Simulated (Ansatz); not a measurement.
Basis-set series for `[SiH3][Se][GeH3]`. The species carries charge 0 and has multiplicity 1. Geometry: relaxed with PBE0-D4/def2-TZVP.

```xyz
9

Si   -0.146   -1.349   -1.027
Se   -0.554    0.878   -1.223
Ge    0.119    1.403    0.974
H     1.286   -1.602   -0.721
H    -0.500   -1.959   -2.331
H    -0.973   -1.948    0.053
H     1.587    0.998    1.178
H    -0.051    2.920    1.116
H    -0.770    0.659    1.982
```

```tsv
functional	basis	functions	energy (Eh)	HOMO (eV)	LUMO (eV)
PBE0-D4	def2-SVP	112	-4770.37513	-6.91	-0.22
PBE0-D4	def2-TZVPP	222	-4771.03650	-6.99	-0.43
ωB97M-V	def2-SVP	112	-4770.74735	-8.99	1.68
ωB97M-V	def2-TZVPP	222	-4771.40922	-9.11	1.35
```

(1) Give the rows for def2-QZVPP. (Estimate.)

## Answers

(1) The calculation gave: 
```
functional       basis  functions  energy (Eh)  HOMO (eV)  LUMO (eV)
   PBE0-D4  def2-QZVPP        428  -4771.14213      -7.00      -0.58
   ωB97M-V  def2-QZVPP        428  -4771.51153      -9.12       0.99
```

Positive LUMOs are unbound and depend on the basis. Scalar relativity is left out up to krypton.

Results of the Gaussian-basis code of Ansatz.
